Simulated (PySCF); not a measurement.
# Identify the compound

The spectra below were simulated for a compound C₆H₁₁N₃.

1H NMR (500 MHz, computed): δ 7.65 (s, 2H), 1.71 (s, 9H).

13C{1H} NMR (computed): δ 137.7 (CH, 2C), 59.8 (C), 31.4 (CH3, 3C).

- coordinates at the GFN2-xTB level
- shieldings: GIAO PBE0/pcSseg-1
- code: PySCF 2.14.0 with density-fitted response routines
- one conformer, in vacuum, equivalent nuclei averaged, relativity neglected

Referencing at the same level of theory: TMS for 1H and 13C.

**Question.** Choose the structure that fits.
A. CC(C)(C)n1cnnc1
B. CC(C)(C)n1nccn1
C. Cc1cnn(C(C)C)n1

**Answer.** B. 

1. Rings plus π bonds: 3 (1 ring in the answer).
2. 3 carbon signals for 6 carbons: some carbons are equivalent by symmetry or fast rotation.
3. Carbon types of the structure: 1 × C, 2 × CH, 3 × CH3, which accounts for all hydrogens.
4. δC 137.7: aromatic CH next to a ring nitrogen.
5. δC 59.8: fully substituted sp3 carbon bonded to N; the inductive effect lowers its shielding.
6. δC 31.4: methyl carbon; aliphatic region, no heteroatom directly attached.
7. δH 7.65: hydrogen on an aromatic CH next to a ring nitrogen; the ring current deshields protons in the ring plane.
8. δH 1.71: hydrogen on a methyl carbon.

The others: Cc1cnn(C(C)C)n1 would give 5 carbon signals, not 3; CC(C)(C)n1cnnc1 has carbons computed at 142.5, 52.9, 32.8.

Shifts are as computed. Against solution values, carbons near 30 ppm lie about +3 ppm off and those near 130 ppm about +5 ppm. Of 1211 compounds with measured shifts, 218 miss one by over three times the rms of a fit or turn the order of signals round; such compounds aren't used in these exercises. No couplings were computed; multiplicities are counted from neighbouring protons, with m where these are inequivalent, close in shift, in a saturated or five-membered ring or joined by F or P, and br s for small geminal =CH2 splittings.
